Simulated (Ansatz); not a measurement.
Ga(H)(Br)(OMe) (CH4BrGaO), SMILES C[O][GaH][Br].

Coordinates come from a PBE0-D3(BJ)/def2-SVP optimisation. Other conformers were not sampled.

Two levels are set side by side: PBE/def2-SVPD (Ansatz, a program for electronic structure) and CAM-B3LYP/def2-SVPD (Ansatz). Energy differences of separate SCF runs at the same geometry; the states with an electron removed or added have multiplicity 2 and 2. Differences are taken from unrounded values.

```csv
quantity,CAM-B3LYP
vertical ionisation energy (eV),10.46
vertical singlet–triplet gap (eV),5.70
```

**Question.** What does PBE give, and how far is it from CAM-B3LYP? (The exact figures need the calculation; the answer reports its results.)

**Answer.** 
| quantity | PBE | PBE minus CAM-B3LYP |
|---|---|---|
| vertical ionisation energy (eV) | 9.80 | -0.65 |
| vertical singlet–triplet gap (eV) | 5.01 | -0.69 |
